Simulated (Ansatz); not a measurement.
Species: C₅H₁₀N (charge 0, doublet). It need not be the lowest isomer of its formula. 
Structure (B3LYP-D3(BJ)/def2-TZVP (Ansatz, an electronic-structure program) minimum search):
SMILES: NC1[CH]CCC1
```xyz
16

C     -1.6375     0.2216     0.2196
C     -1.1779    -1.1364    -0.3502
C      0.2850    -1.1554    -0.0679
C      0.7851     0.1786     0.3816
C     -0.3991     1.1146     0.0745
N      2.0163     0.5950    -0.3059
H     -1.8968     0.1081     1.2754
H     -2.5130     0.6241    -0.2904
H     -1.7172    -1.9863     0.0800
H     -1.3682    -1.1785    -1.4337
H      0.9243    -2.0178    -0.2007
H      0.9305     0.1546     1.4797
H     -0.4243     1.9940     0.7201
H     -0.2934     1.4548    -0.9586
H      2.3722     1.4510     0.1075
H      2.7384    -0.1065    -0.1835
```
Charge 0, spin multiplicity 2.

Quantity: atomisation energy (electronic, to ground-state atoms), in kJ/mol. Valence correlation only, unless marked. Open shells are spin-unrestricted. Spin-orbit coupling is left out. No relativistic terms. The coupled-cluster limit lacks core correlation, which all-electron functionals hold. CBS(X,Y): correlation extrapolated as X^-3; Hartree-Fock from the larger set. The bracket is a focal-point correction in the basis named.

```csv
level,program,atomisation energy (kJ/mol)
BLYP-D3(BJ)/def2-TZVPD,Ansatz + dftd3,6371.9
BLYP/def2-TZVPD,Ansatz,6299.9
PBE0/STO-3G,Ansatz,7540.7
PBE0/def2-SVP,Ansatz,6500.2
r2SCAN0/def2-TZVPD,Ansatz,[?]
HSE06-D4/def2-TZVPD,Ansatz + dftd4,[?]
LC-wPBE-D4/def2-TZVPD,Ansatz + dftd4,[?]
B2GP-PLYP-D4/def2-TZVPD,Ansatz + dftd4,6308.3
PBE-QIDH/def2-TZVPD,Ansatz,6371.7
RPA@PBE/cc-pVQZ,Ansatz,6050.4
SCS-MP2/6-31G,Ansatz,5494.8
"RI-MP2/CBS(cc-pVTZ,cc-pVQZ)+[CCSD(T)-MP2]/cc-pVTZ",Ansatz,6382.7
```

**Question.** Complete the blanks.

**Answer.** 
- r2SCAN0/def2-TZVPD, atomisation energy (kJ/mol): 6334.2
- HSE06-D4/def2-TZVPD, atomisation energy (kJ/mol): 6468.7
- LC-wPBE-D4/def2-TZVPD, atomisation energy (kJ/mol): 6452.0
